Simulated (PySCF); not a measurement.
Compound: C7H5FNS (charge +1).
Numbering: `[N:1]#[C:2][c:3]1[cH:4][cH:5][cH:6][s+:7][c:8]1[CH2:9][F:10]`

NICS is the negative of the GIAO shielding at a point without a nucleus: at the ring centre (0) and 1 Å above and below it (1); zz is the component along the ring normal. Level: GIAO PBE0/pcSseg-1 (PySCF, non-relativistic, gas phase) on the GFN2-xTB geometry, one conformer.

Ring bond lengths (Å), with Mayer bond orders in brackets: C3–C4 1.396 (1.37), C4–C5 1.391 (1.41), C5–C6 1.372 (1.47), C6–S7 1.694 (1.25), S7–C8 1.706 (1.34), C8–C3 1.393 (1.21).

**Question.** What do the NICS probes read (ppm)?

**Answer.** 
```csv
ring,type,NICS(0),"NICS(1), two faces","NICS(1)zz, two faces",rms pucker (Å),"centre to ring atoms, mean (Å)"
C3–C4–C5–C6–S7–C8,6-membered ring with S; formal bonds all aromatic,-7.9,-10.6 / -10.6,-24.3 / -24.2,0.00,1.49
```

**Question.** What do they say, and how far can they be read as aromaticity?

**Answer.** 
- C3–C4–C5–C6–S7–C8: mean NICS(1)zz -24.2 ppm, shielded. For a flat ring without four-coordinate atoms the NICS criterion counts such a value as aromatic.

**Question.** What does the geometric index give? HOMA = 1 − mean of α(R − Ropt)² over the ring bonds, with Krygowski's 1993 parameters (CC: Ropt 1.388 Å, α 257.7 Å⁻²; CS: Ropt 1.677 Å, α 94.09 Å⁻²).

**Answer.** 
- C3–C4–C5–C6–S7–C8: HOMA 0.97; the largest term is that of S7–C8, α(R − Ropt)² = 0.08. The geometric and the magnetic index point the same way.

**Question.** Give the inner angles of the rings and the Hirshfeld charges of the ring atoms.

**Answer.** 
- C3–C4–C5–C6–S7–C8: C3 123.4° (+0.046 e), C4 122.5° (+0.059 e), C5 122.8° (+0.016 e), C6 125.2° (+0.026 e), S7 102.7° (+0.345 e), C8 123.3° (+0.054 e); sum 720.0° against 720° for a flat convex ring.

**Question.** How shielded are the nuclei of the rings and their hydrogens (means over atoms taken as equivalent)?

**Answer.** 
```csv
atoms,environment,σ isotropic (ppm)
C3,substituted aromatic carbon,62.9
C4,aromatic CH carbon,25.2
C5,aromatic CH carbon,44.4
C6,aromatic CH next to a ring sulfur,18.0
S7,ring sulfur,138.8
C8,substituted aromatic carbon,-11.8
H on C4,aromatic hydrogen,22.35
H on C5,aromatic hydrogen,22.47
H on C6,aromatic hydrogen,21.69
```

Shape of the structure used: `[N:1]#[C:2][c:3]1[cH:4][cH:5][cH:6][s+:7][c:8]1[CH2:9][F:10]`: S7–C8–C9–F10 -1°.
